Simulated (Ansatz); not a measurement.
These are frozen-core CCSD(T)/cc-pVTZ // PBE0-D3(BJ)/def2-TZVP (Ansatz, a first-principles code) values and carry that method's errors.

Ansatz 0.2 input:
```yaml
crystal:
  periodic: [false, false, false]
  atoms:
    - { symbol: Ge, position_ang: [0.002124, -0.001144, 0.352256] }
    - { symbol: H, position_ang: [-0.845638, -1.197193, -0.116223] }
    - { symbol: H, position_ang: [-0.615347, 1.33089, -0.109389] }
    - { symbol: H, position_ang: [1.458862, -0.132554, -0.126644] }
basis:
  gaussian: { orbitals: cc-pVTZ }
correlation:
  method: ccsd_t
magnetization:
  spin_polarized: true
  initial_magnetization: 1
```

Output:

```
Functional definition: HF
505 factors; integrals over basis functions are off by at most 8.8e-4 eV
mean field evaluation 1: about -56520.3689 eV, gradient 7.0e0 eV
mean field evaluation 2: about -56520.3698 eV, gradient 7.0e0 eV
mean field evaluation 4: about -56520.9863 eV, gradient 1.1e0 eV
mean field evaluation 8: about -56520.9960 eV, gradient 3.2e-3 eV
mean field evaluation 16: about -56520.9956 eV, gradient 1.2e-1 eV
mean field -56520.99598683 eV, -2077.1082912088 hartree, gradient 6.1e-6 eV, S^2 0.754911; 0 other end points of the search recorded, 0 dependent functions left out
9 core orbitals not correlated
reference -56520.99598683 eV, -2077.1082912088 hartree; 9, 8 occupied and 67, 68 virtual orbitals, 505 factors
second order -5.24193002 eV of doubles, -0.00000000 eV of singles
cycle   1  -5.54986174 eV  change   -3.1e-1 eV  update   6.6e-2
cycle   2  -5.81288547 eV  change   -2.6e-1 eV  update   2.2e-2
cycle   3  -5.84143474 eV  change   -2.9e-2 eV  update   9.1e-3
cycle   4  -5.84115132 eV  change    2.8e-4 eV  update   2.8e-3
cycle   5  -5.84084733 eV  change    3.0e-4 eV  update   8.4e-4
cycle   6  -5.84062223 eV  change    2.3e-4 eV  update   3.5e-4
cycle   7  -5.84074747 eV  change   -1.3e-4 eV  update   1.2e-4
cycle   8  -5.84076483 eV  change   -1.7e-5 eV  update   3.7e-5
cycle   9  -5.84076133 eV  change    3.5e-6 eV  update   1.2e-5
perturbative correction -0.20596591 eV, -0.0075691076 hartree
Total energy: -56527.04271406 eV, -2077.3305043362 hartree
```

Cost: roughly 4 core-seconds.
